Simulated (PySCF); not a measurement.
BeBrCl, singlet, geometry from GFN2-xTB (such geometries of metal compounds can be far from the true shape); PBE0/def2-SVP, polarisability (PySCF).

Input for PySCF:
```python
from pyscf import gto, scf, dft
from pyscf.prop import polarizability

mol = gto.M(
    atom='''
Be   -0.000000   -0.000000   -0.682519
Cl   -0.000000   -0.000000   -2.439039
Br    0.000000    0.000000    1.262678
''',
    basis='def2-svp',
    charge=0,
    spin=0,
    verbose=4,
)

mf = dft.RKS(mol)
mf.xc = 'pbe0'
mf.kernel()
alpha = mf.Polarizability().polarizability()[2, 2]
print('alpha_zz =', alpha)
```

Predict the main parts of the log of this PySCF run.


```
site-packages/pyscf/prop/efg/rhf.py:45: UserWarning: Module EFG is under testing
  warnings.warn('Module EFG is under testing')
site-packages/pyscf/prop/efg/dhf.py:30: UserWarning: Module EFG is under testing
  warnings.warn('Module EFG is under testing')
site-packages/pyscf/prop/zfs/uhf.py:40: UserWarning: Module ZFS is under testing
  warnings.warn('Module ZFS is under testing')
site-packages/pyscf/prop/gtensor/uhf.py:43: UserWarning: Module g-tensor is under testing
  warnings.warn('Module g-tensor is under testing')
site-packages/pyscf/prop/gtensor/uks.py:41: UserWarning: Module g-tensor is under testing
  warnings.warn('Module g-tensor is under testing')
site-packages/pyscf/prop/hfc/uks.py:35: UserWarning: Module HFC is under testing
  warnings.warn('Module HFC is under testing')
site-packages/pyscf/prop/magnetizability/rhf.py:39: UserWarning: Module magnetizability is under testing
  warnings.warn('Module magnetizability is under testing')
site-packages/pyscf/prop/magnetizability/uhf.py:37: UserWarning: Module magnetizability is under testing
  warnings.warn('Module magnetizability is under testing')
site-packages/pyscf/prop/magnetizability/rks.py:37: UserWarning: Module magnetizability is under testing
  warnings.warn('Module magnetizability is under testing')
site-packages/pyscf/prop/magnetizability/uks.py:39: UserWarning: Module magnetizability is under testing
  warnings.warn('Module magnetizability is under testing')
site-packages/pyscf/prop/polarizability/uhf.py:34: UserWarning: Module polarizability is under testing
  warnings.warn('Module polarizability is under testing')
site-packages/pyscf/prop/polarizability/rks.py:29: UserWarning: Module polarizability is under testing
  warnings.warn('Module polarizability is under testing')
site-packages/pyscf/prop/polarizability/uks.py:29: UserWarning: Module polarizability is under testing
  warnings.warn('Module polarizability is under testing')
PySCF version 2.14.0

[INPUT] verbose = 4
[INPUT] num. atoms = 3
[INPUT] num. electrons = 56
[INPUT] charge = 0
[INPUT] spin (= nelec alpha-beta = 2S) = 0
[INPUT] symmetry False subgroup None
[INPUT] Mole.unit = angstrom
[INPUT] Symbol           X                Y                Z      unit          X                Y                Z       unit  Magmom
[INPUT]  1 Be     0.000000000000   0.000000000000  -0.682519000000 AA    0.000000000000   0.000000000000  -1.289773984812 Bohr   0.0
[INPUT]  2 Cl     0.000000000000   0.000000000000  -2.439039000000 AA    0.000000000000   0.000000000000  -4.609115717133 Bohr   0.0
[INPUT]  3 Br     0.000000000000   0.000000000000   1.262678000000 AA    0.000000000000   0.000000000000   2.386115603514 Bohr   0.0

nuclear repulsion = 143.629953212879
number of shells = 25
number of NR pGTOs = 129
number of NR cGTOs = 59
basis = def2-svp
ecp = {}

******** <class 'pyscf.dft.rks.RKS'> ********
method = RKS
initial guess = minao
damping factor = 0
level_shift factor = 0
DIIS = <class 'pyscf.scf.diis.CDIIS'>
diis_start_cycle = 1
diis_space = 8
diis_damp = 0
SCF conv_tol = 1e-09
SCF conv_tol_grad = None
SCF max_cycles = 50
direct_scf = True
direct_scf_tol = 1e-13
XC library pyscf.dft.libxc version 7.1.2
    S. Lehtola, C. Steigemann, M. J. T. Oliveira, and M. A. L. Marques,  SoftwareX 7, 1–5 (2018)
XC functionals = pbe0
    C. Adamo and V. Barone,  J. Chem. Phys. 110, 6158 (1999)
    M. Ernzerhof and G. E. Scuseria,  J. Chem. Phys. 110, 5029 (1999)
radial grids:
    Treutler-Ahlrichs [JCP 102, 346 (1995); DOI:10.1063/1.469408] (M4) radial grids

becke partition: Becke, JCP 88, 2547 (1988); DOI:10.1063/1.454033
pruning grids: <function nwchem_prune>
grids dens level: 3
symmetrized grids: False
atomic radii adjust function: <function treutler_atomic_radii_adjust>
small_rho_cutoff = 0
Set gradient conv threshold to 3.16228e-05
Initial guess from minao.
tot grids = 53032
init E= -3047.45340474413
  HOMO = -0.356143755353447  LUMO = -0.0470893406639799  gap/eV = 8.40980
cycle= 1 E= -3048.27346317119  delta_E= -0.82  |g|= 0.221  |ddm|= 2.09
  HOMO = -0.312688667806761  LUMO = -0.0143331397298352  gap/eV = 8.11867
cycle= 2 E= -3048.2740224889  delta_E= -0.000559  |g|= 0.225  |ddm|= 0.592
  HOMO = -0.325687575165182  LUMO = -0.0066382184302972  gap/eV = 8.68178
cycle= 3 E= -3048.28980701943  delta_E= -0.0158  |g|= 0.0295  |ddm|= 0.318
  HOMO = -0.328157551045181  LUMO = -0.00877901448785493  gap/eV = 8.69073
cycle= 4 E= -3048.28998172338  delta_E= -0.000175  |g|= 0.00424  |ddm|= 0.0276
  HOMO = -0.328276338675126  LUMO = -0.0083872491917024  gap/eV = 8.70463
cycle= 5 E= -3048.28998564392  delta_E= -3.92e-06  |g|= 0.00166  |ddm|= 0.00752
  HOMO = -0.327995255652674  LUMO = -0.00844034071528458  gap/eV = 8.69553
cycle= 6 E= -3048.2899865976  delta_E= -9.54e-07  |g|= 0.000361  |ddm|= 0.00277
  HOMO = -0.328059046869675  LUMO = -0.00846233331826763  gap/eV = 8.69667
cycle= 7 E= -3048.28998662777  delta_E= -3.02e-08  |g|= 7.56e-05  |ddm|= 0.000472
  HOMO = -0.328054326496973  LUMO = -0.0084576481097158  gap/eV = 8.69667
cycle= 8 E= -3048.28998662897  delta_E= -1.2e-09  |g|= 7.33e-06  |ddm|= 8.78e-05
  HOMO = -0.328055241518025  LUMO = -0.00845789654267697  gap/eV = 8.69669
cycle= 9 E= -3048.28998662899  delta_E= -1.5e-11  |g|= 1.89e-06  |ddm|= 9.92e-06
  HOMO = -0.328055184293351  LUMO = -0.00845774962892646  gap/eV = 8.69669
Extra cycle  E= -3048.28998662899  delta_E=    0  |g|= 1.44e-06  |ddm|= 3.95e-06
converged SCF energy = -3048.28998662899
Isotropic polarizability 35.2194118236
Polarizability anisotropy 29.0249255669
alpha_zz = 54.569362201563536
```
